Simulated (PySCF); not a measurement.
CH9ClOSi3, SMILES C[Si@@H](Cl)[SiH2][SiH2]O. Coordinates come from a PBE-D3(BJ)/def2-SVP optimisation. The structure was generated by enumeration; whether it is a known compound was not checked. The values are those of a single conformer.

Task: Give the equilibrium geometry at PBE-D3(BJ)/def2-SVP (PySCF confirms it by a frequency run) as Cartesian coordinates in Å. (An estimate is asked for; the answer gives what the named calculation found.)

Result: Several could match; the one computed here: 
```xyz
15

C     -3.1365     0.8404     0.3021
Si    -1.5706     0.0768    -0.4107
Cl    -0.5553     1.5405    -1.5411
Si    -0.0012    -0.6459     1.1850
Si     2.0808    -0.6671     0.0982
O      3.1573    -1.5046     1.0962
H     -2.8867     1.6775     0.9834
H     -3.7868     1.2252    -0.5091
H     -3.7018     0.0768     0.8755
H     -1.9159    -1.0392    -1.3605
H     -0.3691    -2.0154     1.6983
H      0.0064     0.3159     2.3465
H      2.5310     0.7514    -0.1502
H      1.9244    -1.3374    -1.2471
H      4.0713    -1.5417     0.7628
```
Charge 0, spin multiplicity 1.
